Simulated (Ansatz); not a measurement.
Basis-set extrapolation for CH$_{3}$BFNO, SMILES `NB1OC1F` (PBE0-D4/def2-TZVP geometry, frozen core, the Gaussian-basis code of Ansatz). Multiplicity 1, RHF reference.

```tsv
	def2-TZVPP	def2-QZVPP
HF	-293.210363	-293.223753
MP2 correlation	-0.944410	-1.019380
CCSD(T) correlation	-0.996680	not run
```

Energies in hartree. Use E(X) = E(∞) + A·exp(−7.88·√X) for Hartree–Fock and E(X) = E(∞) + B·X^(−2.97) for correlation, with X = 3 and 4, and add CCSD(T) minus MP2 of the smaller set to the MP2 limit.

Question: What is the CCSD(T) energy at the basis-set limit?

Answer: HF limit: -293.223753 + (-0.013390) × 0.13774 = -293.22560. MP2 limit: -1.019380 + (-0.074970) × 0.74074 = -1.07491. Higher-order term: -0.996680 − (-0.944410) = -0.05227. Total: -294.35278 hartree, 91.5 kcal/mol below CCSD(T)/def2-TZVPP.
